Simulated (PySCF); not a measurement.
1-methylsulfanylbut-2-yne (C5H8S), SMILES CC#CCSC. Atoms are numbered in the order given.

```xyz
14

C      3.4854    -0.3913    -1.0162
C      2.0780    -0.0511    -0.8409
C      0.9088     0.2349    -0.6986
C     -0.4955     0.5579    -0.5016
S     -1.1748    -0.3462     0.9560
C     -2.8770     0.2894     0.8843
H      3.6050    -1.4194    -1.3958
H      4.0344    -0.3202    -0.0628
H      3.9737     0.2889    -1.7336
H     -1.0862     0.2845    -1.3932
H     -0.6257     1.6417    -0.3366
H     -3.3715     0.0139    -0.0606
H     -2.9049     1.3837     1.0073
H     -3.4264    -0.1725     1.7169
```

The structure is a stationary point at B3LYP-D3(BJ)/def2-SVP. One conformer was computed; it need not be the lowest.

The numbers are results of PySCF with PBE/def2-TZVP, not measurements.

ESP charges are fitted to the potential on shells at 1.4 to 2.0 van der Waals radii. Atomic charges (e):

```json
[
 {"atom": "C1", "Mulliken": "-0.43", "ESP fit": "-0.65", "IAO": "-0.44", "Löwdin": "-0.29"},
 {"atom": "C2", "Mulliken": "0.09", "ESP fit": "0.27", "IAO": "-0.04", "Löwdin": "-0.11"},
 {"atom": "C3", "Mulliken": "-0.03", "ESP fit": "-0.34", "IAO": "-0.07", "Löwdin": "-0.13"},
 {"atom": "C4", "Mulliken": "-0.33", "ESP fit": "-0.19", "IAO": "-0.35", "Löwdin": "-0.44"},
 {"atom": "S5", "Mulliken": "-0.07", "ESP fit": "-0.06", "IAO": "0.10", "Löwdin": "0.45"},
 {"atom": "C6", "Mulliken": "-0.36", "ESP fit": "-0.58", "IAO": "-0.52", "Löwdin": "-0.53"},
 {"atom": "H7", "Mulliken": "0.15", "ESP fit": "0.20", "IAO": "0.17", "Löwdin": "0.14"},
 {"atom": "H8", "Mulliken": "0.15", "ESP fit": "0.21", "IAO": "0.17", "Löwdin": "0.14"},
 {"atom": "H9", "Mulliken": "0.15", "ESP fit": "0.19", "IAO": "0.17", "Löwdin": "0.14"},
 {"atom": "H10", "Mulliken": "0.14", "ESP fit": "0.19", "IAO": "0.17", "Löwdin": "0.14"},
 {"atom": "H11", "Mulliken": "0.14", "ESP fit": "0.19", "IAO": "0.17", "Löwdin": "0.14"},
 {"atom": "H12", "Mulliken": "0.13", "ESP fit": "0.18", "IAO": "0.15", "Löwdin": "0.11"},
 {"atom": "H13", "Mulliken": "0.13", "ESP fit": "0.17", "IAO": "0.15", "Löwdin": "0.11"},
 {"atom": "H14", "Mulliken": "0.15", "ESP fit": "0.24", "IAO": "0.17", "Löwdin": "0.12"}
]
```

Computed Mayer and Wiberg (Löwdin basis) orders of the bonds:
```csv
bond,Mayer,Wiberg
C1–C2,1.02,1.39
C2–C3,2.81,2.73
C3–C4,1.20,1.37
C4–S5,1.16,1.34
S5–C6,1.09,1.49
C1–H7,0.96,0.88
C1–H8,0.96,0.88
C1–H9,0.97,0.88
C4–H10,0.95,0.85
C4–H11,0.95,0.85
C6–H12,0.95,0.94
C6–H13,0.95,0.94
C6–H14,0.95,0.93
```
